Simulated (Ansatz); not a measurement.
Input and output for [GaClH3]- (GaH3Cl⁻).

```yaml
crystal:
  periodic: [false, false, false]
  atoms:
    - {symbol: Ga, position_ang: [-0.001334, 0.002087, -0.214870]}
    - {symbol: Cl, position_ang: [0.012809, -0.020275, 2.120681]}
    - {symbol: H, position_ang: [1.553079, 0.010815, -0.644773]}
    - {symbol: H, position_ang: [-0.786432, 1.352111, -0.617504]}
    - {symbol: H, position_ang: [-0.778111, -1.344737, -0.643534]}
basis:
  gaussian: {orbitals: cc-pVDZ}
total_charge: -1
magnetization: {spin_polarized: true, initial_magnetization: 2}
hamiltonian: {xc: {name: B97M-V}, pseudopotentials: {relativity: none}}
scf: {omitted_lower_state_checks: [starts]}
```

```sh
$ ansatz run in.yaml --threads 4 --pin off --events-out ev --progress --plain --max-ram 3916MiB
```

It prints (some lines left out):

```
Functional definition: B97M-V
644 factors; integrals over basis functions are off by at most 7.6e-4 eV
mean field evaluation 1: about -64925.0607 eV, gradient 2.6e1 eV
mean field evaluation 2: about -64917.2866 eV, gradient 4.3e1 eV
mean field evaluation 4: about -64930.3370 eV, gradient 1.2e1 eV
mean field evaluation 8: about -64931.7213 eV, gradient 4.9e0 eV
mean field evaluation 16: about -64932.0125 eV, gradient 1.6e-1 eV
mean field evaluation 32: about -64932.0182 eV, gradient 1.1e-5 eV
mean field -64932.01821152 eV, -2386.2076567708 hartree, gradient 1.1e-5 eV, S^2 2.002078; 0 other end points of the search recorded, 0 dependent functions left out
reference -64932.01827179 eV, -2386.2076589854 hartree; 27, 25 occupied and 33, 35 virtual orbitals, 644 factors
Total energy: -64932.01827179 eV, -2386.2076589854 hartree
Checks for a lower state left out: starts
```

It took 3.6 s on 4 threads of Intel Xeon on a shared host.

The highest occupied level of an anion often lies above zero with these methods, and sets without diffuse functions describe the outer electron poorly.
